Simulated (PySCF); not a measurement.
## State search for TeP⁻

Unrestricted PBE0; PySCF, scalar-relativistic core potentials, basis sets Te def2-SVPD with ECP28, P def2-SVPD. Outer shells of the fragments: Te− 4d10 5s2 5p5; P 3s2 3p3.

Followed along the bond (rough minima from three points):

| 2Ms+1 | unpaired | ⟨S²⟩ at the start | R at minimum (Å) | Te (eV) |
| --- | --- | --- | --- | --- |
| 3 | π ↑↑ | 2.01 | 2.37 | 0.00 |
| 1 | π ↑↓ | 1.01 | 2.37 | 0.23 |

Solutions found at the starting distance of 2.485 Å, counted from the lowest of them; the search is not exhaustive and high or unbound solutions are not listed, so other states can lie among these:

| 2Ms+1 | unpaired | term | E (eV) | ⟨S²⟩ | ⟨Lz²⟩ | μ (D) |
| --- | --- | --- | --- | --- | --- | --- |
| 3 | π ↑↑ | ³Σ⁻ | 0.00 | 2.01 | 0.00 | -2.20 |
| 1 | π ↑↓ | mixed | 0.24 | 1.01 | 2.02 | -2.39 |

A term symbol is given only where ⟨S²⟩ and ⟨Lz²⟩ are close to those of a pure state; real π, δ and φ orbitals otherwise mix terms. A positive dipole points towards P; it is taken about the centre of mass and depends on that origin.

Spin–orbit coupling is left out.
